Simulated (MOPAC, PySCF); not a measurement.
H$_{7}$ClSi$_{3}$, SMILES `Cl[SiH]([SiH3])[SiH3]`, neutral singlet in the gas phase. 

Cartesian coordinates (Å):
```xyz
11

Si     1.8170    -0.5355     0.5886
Si     0.0110     0.8769     0.1471
Si    -1.9223    -0.2682    -0.4874
Cl     0.5578     2.0915    -1.4520
H      2.0596    -1.3811    -0.5991
H      1.4997    -1.4015     1.7456
H      3.0256     0.2609     0.8848
H     -0.2557     1.7698     1.2957
H     -1.6087    -1.1180    -1.6553
H     -2.3816    -1.1250     0.6281
H     -2.9879     0.6909    -0.8444
```
Charge 0, spin multiplicity 1.

All levels are single points at this geometry (M06-2X/def2-TZVP); Pople sets use spherical d functions. Orbital energies aren't observables, and empty levels follow the basis.

SVWN5/6-31G* in PySCF gives HOMO (eV) = -6.72.

Estimate the HOMO (eV) from each of these levels: M06-2X/def2-TZVP in PySCF; PBE-D3(BJ)/def2-TZVP in PySCF; B3LYP/6-311+G** in PySCF; B3LYP/6-31G* in PySCF; BP86/6-31G* in PySCF; PBE/6-31G* in PySCF; HF/3-21G in PySCF; HF/STO-3G in PySCF; AM1 in MOPAC; PM3 in MOPAC; PM6 in MOPAC; PM7 in MOPAC.


```json
[
 {"level": "M06-2X/def2-TZVP in PySCF", "HOMO (eV)": "-8.79"},
 {"level": "PBE-D3(BJ)/def2-TZVP in PySCF", "HOMO (eV)": "-6.71"},
 {"level": "B3LYP/6-311+G** in PySCF", "HOMO (eV)": "-7.70"},
 {"level": "B3LYP/6-31G* in PySCF", "HOMO (eV)": "-7.56"},
 {"level": "BP86/6-31G* in PySCF", "HOMO (eV)": "-6.76"},
 {"level": "PBE/6-31G* in PySCF", "HOMO (eV)": "-6.66"},
 {"level": "HF/3-21G in PySCF", "HOMO (eV)": "-10.52"},
 {"level": "HF/STO-3G in PySCF", "HOMO (eV)": "-8.16"},
 {"level": "AM1 in MOPAC", "HOMO (eV)": "-10.33"},
 {"level": "PM3 in MOPAC", "HOMO (eV)": "-9.25"},
 {"level": "PM6 in MOPAC", "HOMO (eV)": "-8.45"},
 {"level": "PM7 in MOPAC", "HOMO (eV)": "-10.51"}
]
```
